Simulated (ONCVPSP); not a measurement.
## Before and after: ONCV potential for selenium (Se)

ONCVPSP 4.0.1 input, shortened (lines: element, Z, core and valence counts, functional; n l f; lmax; l rc ep ncon nbas qcut; lloc lpopt rc5 dvloc0; l nproj debl; icmod fcfact rcfact), PBE, fully relativistic:

```
  Se 34.00    6    2        4      upf
    1    0    2.00
    2    0    2.00
    2    1    6.00
    3    0    2.00
    3    1    6.00
    3    2   10.00
    4    0    2.00
    4    1    3.50
    2
    0    1.65    0.00    3    8    3.90
    1    1.25    0.00    4    7    6.10
    2    1.60    0.43    4    7    6.20
    4    3    1.00    2.00
    0    2    3.40
    1    2    2.10
    2    1    2.60
    3    3.50    1.50
```

Open shells are filled in proportion to 2j + 1.

Change: scalar-relativistic.

Cutoffs: the cutoffs (Ha) at which the residual kinetic energy of the hardest occupied pseudo-wave falls to 1 and 0.1 mHa per electron; they do not see the model core or the augmentation charge, which bear on the density cutoff. Errors are all-electron minus pseudo energies relative to the spin-unpolarised reference configuration.

How do hardness, ghosts and transferability respond?

The potential gets neither clearly harder nor softer (82 Ha and 100 Ha → 82 Ha and 99 Ha); both files keep a bound ghost (p); of the 4 tests that both files solve, the error grows in 2 and shrinks in 1 by more than 15 % and 0.3 meV (median size 10.5 → 11.9 meV).

| quantity | base | changed |
| --- | --- | --- |
| cutoff, loose | 82 Ha | 82 Ha |
| cutoff, tight | 100 Ha | 99 Ha |
| loose cutoff by channel | s 22 Ha, p 82 Ha | s 22 Ha, p 82 Ha |
| bound ghosts | p3/2, p1/2 | p |
| GHOST(+) flags under 300 eV | s at 111.5 eV | s at 111.6 eV |
| error for 4s2 4p4, meV [ΔE -4.31 eV] | -1.1 | -0.4 |
| error for 4s2 4p3, meV [ΔE 6.54 eV] | -1.8 | -2.8 |
| error for 4s2 4p2, meV [ΔE 26.89 → 26.88 eV] | -31 | -36 |
| error for 4s1 4p4, meV [ΔE 18.07 → 18.07 eV] | -19 | -21 |
| s: phases at 1.67 bohr within 0.05 rad from the reference energy up to (Ha; the scan ends near 5) | 3.8 | 3.8 |
| rms error of d²Exc/dni dnj with the model core, mHa | 3.40 | 2.01 |

 A true bound ghost makes a file unfit for plane-wave use even where its test errors are small: the radial tests pick states by their node count and pass the ghost by.
